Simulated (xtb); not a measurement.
FeO, quintet, from a rough starting geometry (GFN-xTB shapes and energies of metal compounds can be far from the true ones).

Here is a job for xtb.
```
$ xtb mol.xyz --gfn 2 --uhf 4 --opt vtight --json

# file mol.xyz
2

Fe     0.03600489    -0.05873664    -0.79194350
O     -0.05803866     0.06082042     0.79197562
```

### Question
What does this run give for the total energy at the end of the optimisation, dipole moment?

### Answer

```
Property                                         Result
-------------------------------------------  ----------
total energy at the end of the optimisation  -7.0509 Eh
dipole moment                                    6.00 D
```
